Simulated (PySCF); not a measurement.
# TDDFT excited states: C5H10S2

Compound: 4-methyl-1,3-dithiane, C5H10S2.
Numbering: `[CH3:1][C@H:2]1[CH2:3][CH2:4][S:5][CH2:6][S:7]1` (hydrogens: H8, H9, H10 on C1; H11 on C2; H12, H13 on C3; H14, H15 on C4; H16, H17 on C6)

Computed with TDDFT B3LYP/def2-SVPD, vertical, gas phase, core orbitals frozen in the response in PySCF 2.14.0, density-fitted response routines. One conformer (not necessarily the lowest) at the GFN2-xTB geometry, without solvent, vibrations or thermal averaging.

```csv
state,E (eV),E (hartree),f,|μ| (D),"main configurations (H = HOMO, L = LUMO)"
S1,4.90,0.1801,0.0060,0.57,H→L (94%)
S2,5.30,0.1947,0.0012,0.24,"H-1→L (68%), H→L+2 (23%)"
S3,5.54,0.2037,0.040,1.38,H→L+1 (93%)
S4,5.68,0.2089,0.0016,0.27,"H→L+2 (70%), H-1→L (24%)"
S5,5.80,0.2132,0.015,0.82,H→L+3 (88%)
S6,5.94,0.2184,0.024,1.04,"H→L+4 (72%), H-1→L+1 (15%)"
S7,6.10,0.2243,0.023,0.99,"H-1→L+1 (73%), H→L+4 (12%)"
S8,6.19,0.2273,0.0077,0.57,"H→L+5 (40%), H-1→L+2 (39%)"
```

Triplets, Tamm–Dancoff:

| state | E (eV) | λ (nm) | main configurations (H = HOMO, L = LUMO) |
| --- | --- | --- | --- |
| T1 | 4.49 | 276.3 | H→L (89%) |
| T2 | 4.91 | 252.6 | H-1→L (63%), H→L+2 (22%) |
| T3 | 5.41 | 229.2 | H→L+1 (53%), H→L+3 (11%), H→L+4 (9%) |

The lowest singlet lies at 4.90 eV (253 nm, ultraviolet) and is weak; its leading configuration is HOMO→LUMO (94%). The most intense listed level is S3 at 5.54 eV (224 nm, f = 0.040), 0.64 eV above S1. Löwdin shares by element: HOMO sulfur 80%, carbon 9% or more; LUMO sulfur 64%, carbon 10% or more, hydrogen 4% or more (atoms not listed hold the other 22%). The listed states span 1.28 eV, and the widest gap between neighbours is 0.40 eV (S1 to S2). Weighted by f, the mean energy of these states is 5.77 eV. Of the 8 states listed, 4 reach f = 0.01 and none stays under 0.0005. No computed singlet lies in the visible range (380 to 750 nm); the lowest, at 253 nm, stands 1.64 eV above its violet end (3.26 eV). The window holds the lowest 8 singlets.
